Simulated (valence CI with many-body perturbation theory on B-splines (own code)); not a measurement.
## E1 line list for Lu LXVII

Computed by valence CI with perturbative core correlation (CI+MBPT): three valence electrons over a frozen Dirac-Fock core [He], a basis of 11 s, 11 p, 9 d, 7 f, 5 g, 2 h, 1 i functions for each j, with the one-electron correlation potential Σ1, the two-electron term Σ2, the three-electron term Σ3, Breit, model QED; selected CI, second order for the rest (own B-spline code, finite nucleus).

The last digits are not significant, and no measured levels were compared; by estimate large intervals hold to a few tenths of a per cent, small ones and those within an open d or f shell to about a per cent.

Lines 101 to 150 of 280 in falling wavelength, among levels below 11935 eV, chosen from the strongest by gf and those to the six lowest levels. Wavelengths and rates use the calculated energies. Electric multipoles are in the length gauge, E1 and E2 with the static RPA response of the core. Weak lines are less certain than strong ones. Lines between different terms over intervals too small for the method are left out, as are lines whose strength nearly cancels. The highest levels of a list are the least certain.

Levels are named by their leading jj configuration (3d3/2^4 stands for four electrons in 3d with j = 3/2), which in mixed levels can hold well under half, so a name can repeat and another be missing. Letters in brackets count levels of one name in rising energy.

```csv
λ vac (Å),Upper,Lower,A (s⁻¹),log gf,Branch %
8.275,(2p1/2 2p3/2^2) J=3/2,(2s 2p1/2 2p3/2) J=5/2,6.76e+11,-1.56,5.6
8.269,(2s 2p1/2 2p3/2) J=3/2 [b],(2s^2 2p1/2) J=1/2,7.76e+12,-0.50,99.8
8.239,(2p1/2 2p3/2^2) J=1/2,(2s 2p1/2 2p3/2) J=3/2 [b],8.81e+12,-0.75,67.5
8.228,(2p1/2 2p3/2^2) J=1/2,(2s 2p1/2 2p3/2) J=1/2,4.08e+12,-1.08,31.3
8.213,(2p1/2^2 2p3/2) J=3/2,(2s 2p1/2^2) J=1/2,5.79e+12,-0.63,98.0
8.208,(2s 2p3/2^2) J=1/2,(2s^2 2p3/2) J=3/2,6.78e+12,-0.86,99.4
8.204,(2s 2p3/2^2) J=3/2,(2s^2 2p3/2) J=3/2,1.25e+13,-0.30,99.1
8.152,(2p1/2 2p3/2^2) J=5/2,(2s 2p1/2 2p3/2) J=5/2,5.65e+12,-0.47,50.0
8.061,(2p1/2 2p3/2^2) J=3/2,(2s 2p1/2 2p3/2) J=3/2 [a],6.15e+12,-0.62,51.1
7.945,(2p1/2 2p3/2^2) J=5/2,(2s 2p1/2 2p3/2) J=3/2 [a],1.21e+11,-2.16,1.1
7.676,(2p1/2 2p3/2^2) J=1/2,(2s 2p1/2 2p3/2) J=3/2 [a],1.14e+11,-2.70,0.9
1.490,(2s 2p1/2 3s) J=1/2 [a],(2s 2p1/2 2p3/2) J=1/2,7.50e+12,-2.30,3.5
1.485,(2s^2 3p1/2) J=1/2,(2s 2p1/2 2p3/2) J=3/2 [a],1.70e+12,-2.95,18.3
1.485,(2s 2p1/2 3s) J=3/2,(2s 2p1/2 2p3/2) J=1/2,4.67e+12,-2.21,1.9
1.481,(2p1/2 2p3/2 3s) J=5/2,(2p1/2 2p3/2^2) J=5/2,8.89e+13,-0.76,61.3
1.480,(2s 2p1/2 3s) J=1/2 [b],(2s 2p1/2 2p3/2) J=1/2,6.97e+13,-1.34,37.7
1.479,(2p1/2 2p3/2 3s) J=3/2 [b],(2p1/2 2p3/2^2) J=5/2,1.29e+14,-0.77,51.1
1.473,(2s 2p3/2 3s) J=5/2,(2s 2p3/2^2) J=5/2,9.17e+13,-0.75,55.2
1.473,(2s 2p1/2 3s) J=3/2,(2s 2p1/2 2p3/2) J=5/2,1.45e+14,-0.73,59.8
1.471,(2s 2p1/2 3s) J=1/2 [a],(2s 2p1/2 2p3/2) J=3/2 [a],1.66e+14,-0.97,77.0
1.469,(2s^2 3s) J=1/2,(2s^2 2p3/2) J=3/2,1.86e+14,-0.92,77.1
1.469,(2s 2p3/2 3s) J=3/2 [a],(2s 2p3/2^2) J=5/2,1.42e+14,-0.74,51.6
1.466,(2s 2p1/2 3s) J=3/2,(2s 2p1/2 2p3/2) J=3/2 [a],1.18e+13,-1.82,4.9
1.461,(2s 2p1/2 3s) J=1/2 [b],(2s 2p1/2 2p3/2) J=3/2 [a],3.03e+12,-2.71,1.6
1.417,(2s 2p1/2 3p1/2) J=1/2 [b],(2s^2 2p3/2) J=3/2,1.65e+12,-3.00,0.7
1.408,(2s 2p1/2 3d3/2) J=3/2 [a],(2s 2p1/2 2p3/2) J=1/2,8.19e+12,-2.01,2.2
1.403,(2p1/2 2p3/2 3d3/2) J=5/2 [a],(2p1/2 2p3/2^2) J=5/2,9.39e+13,-0.78,54.3
1.402,(2p1/2^2 3d3/2) J=3/2,(2p1/2^2 2p3/2) J=3/2,2.25e+14,-0.58,90.0
1.400,(2s 2p1/2 3d3/2) J=3/2 [b],(2s 2p1/2 2p3/2) J=1/2,1.83e+13,-1.67,1.0
1.400,(2p1/2 2p3/2 3d3/2) J=3/2 [a],(2p1/2 2p3/2^2) J=3/2,1.23e+14,-0.84,27.4
1.399,(2s 2p1/2 3d3/2) J=1/2,(2s 2p1/2 2p3/2) J=1/2,1.15e+14,-1.17,6.7
1.397,(2p1/2 2p3/2 3d3/2) J=3/2 [b],(2p1/2 2p3/2^2) J=5/2,1.78e+14,-0.68,10.4
1.397,(2s 2p1/2 3d3/2) J=3/2 [a],(2s 2p1/2 2p3/2) J=5/2,5.95e+12,-2.16,1.6
1.392,(2s 2p1/2 3d3/2) J=5/2,(2s 2p1/2 2p3/2) J=5/2,2.22e+14,-0.41,87.3
1.391,(2s 2p3/2 3d3/2) J=1/2 [b],(2s 2p3/2^2) J=1/2,2.57e+14,-0.83,15.6
1.391,(2s 2p1/2 3d5/2) J=5/2 [a],(2s 2p1/2 2p3/2) J=3/2 [b],1.32e+14,-0.64,9.8
1.391,(2s 2p3/2 3d5/2) J=5/2 [a],(2s 2p3/2^2) J=3/2,1.66e+14,-0.54,12.8
1.391,(2s 2p3/2 3d3/2) J=5/2 [a],(2s 2p3/2^2) J=5/2,1.17e+14,-0.69,8.5
1.391,(2s 2p1/2 3d3/2) J=3/2 [a],(2s 2p1/2 2p3/2) J=3/2 [a],1.11e+14,-0.89,29.3
1.390,(2s 2p3/2 3d3/2) J=3/2 [a],(2s 2p3/2^2) J=5/2,2.11e+14,-0.61,14.2
1.389,(2s 2p1/2 3d3/2) J=3/2 [b],(2s 2p1/2 2p3/2) J=5/2,5.15e+13,-1.22,2.9
1.389,(2p1/2 2p3/2 3d5/2) J=3/2 [b],(2p1/2 2p3/2^2) J=1/2,1.23e+15,0.15,86.7
1.388,(2s 2p3/2 3d5/2) J=3/2 [a],(2s 2p3/2^2) J=3/2,6.17e+14,-0.15,43.9
1.388,(2s 2p3/2 3d5/2) J=3/2 [a],(2s 2p3/2^2) J=1/2,5.11e+14,-0.23,36.3
1.387,(2s^2 3d3/2) J=3/2,(2s^2 2p3/2) J=3/2,2.34e+14,-0.57,15.8
1.386,(2s 2p1/2 3d3/2) J=5/2,(2s 2p1/2 2p3/2) J=3/2 [a],2.14e+13,-1.43,8.4
1.386,(2s 2p3/2 3d5/2) J=1/2,(2s 2p3/2^2) J=1/2,1.13e+15,-0.19,85.1
1.385,(2p1/2 2p3/2 3d5/2) J=5/2 [a],(2p1/2 2p3/2^2) J=5/2,3.93e+14,-0.17,30.4
1.385,(2p1/2^2 3d5/2) J=5/2,(2p1/2^2 2p3/2) J=3/2,1.28e+15,0.35,99.4
1.385,(2s 2p1/2 3d5/2) J=5/2 [b],(2s 2p1/2 2p3/2) J=3/2 [b],1.03e+15,0.25,78.7
```

(1) How does gf follow from A for the line at 1.390 Å?

Answers

(1) gf = 1.4992 × (2J+1)_upper × A / σ², with σ = 71958604 cm⁻¹ and 2J+1 = 4: gf = 0.244.
